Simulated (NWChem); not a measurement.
# Polarisability of disulfane (H2S2)

SMILES: SS
```xyz
4

S      0.9155     0.4855     0.0553
S     -0.9155    -0.4855     0.0553
H      1.5366    -0.2680    -0.8848
H     -1.5366     0.2680    -0.8848
```
Charge 0, spin multiplicity 1.

All runs are NWChem calculations. The geometry was optimised at PBE0/def2-SVP, a minimum by its harmonic frequencies. It is one conformer; others weren't searched.

Basis set: def2-SVPD. Static limit.

The correlated methods keep 10 core orbitals frozen. B3LYP has NWChem's definition, with VWN1-RPA local correlation. No row is a measurement; the coupled-cluster row has its own basis-set and correlation limits.

**Question.** One of these methods gave an isotropic polarisability of 45.56 bohr³. Which?
(A) B3LYP
(B) CCSD linear response
(C) PBE
(D) BHandHLYP

**Answer.** C, PBE. The others give 44.80 (B3LYP), 43.59 (BHandHLYP), 44.49 (CCSD linear response).
